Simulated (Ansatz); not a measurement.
## Relaxing a trial structure of AlFGeH5N

The starting geometry of this gas-phase singlet was optimised with GFN2-xTB.

```xyz
9

Al    0.4636    0.1488   -0.7683
F     0.9129    1.7057   -1.0970
Ge   -1.5719   -0.7724    0.8485
N     0.2402    0.0717    1.1792
H    -0.7808   -2.0514    0.2647
H     0.1921    0.9496    1.6935
H    -1.1558   -0.0488   -1.0558
H     1.3808   -0.9992   -1.1802
H     0.8691   -0.5354    1.6990
```

**Question.** Where would you expect an optimisation with BLYP-D3(BJ)/def2-SVP to take it?

**Answer.** A new bond forms, giving a structure with H7 bridging Al1 and Ge3, given below by its coordinates. Contacts that close: Ge3–H7 (2.08 → 1.77 Å).

The energy falls by 0.36 eV over 11 steps:

```tsv
step	E − E(last) (eV)
1	0.362
2	0.099
3	0.043
4	0.017
5	0.013
7	0.001
8	0.000
9	0.000
10	0.000
11	0.000
```

Final geometry (Å):

```xyz
9

Al    0.6337    0.1740   -0.7210
F     0.7226    1.8054   -1.1546
Ge   -1.6808   -0.6187    0.6837
N     0.3002    0.0492    1.1732
H    -1.0608   -2.1020    0.4745
H     0.2776    0.9330    1.6996
H    -1.0828   -0.2577   -0.9446
H     1.6253   -0.8741   -1.3625
H     0.8150   -0.6404    1.7353
```

Frequencies at the end are all real (lowest 103 cm⁻¹). Run with Ansatz 0.2.0, 18 s on 2 threads of Arm Neoverse V1 (shared host).
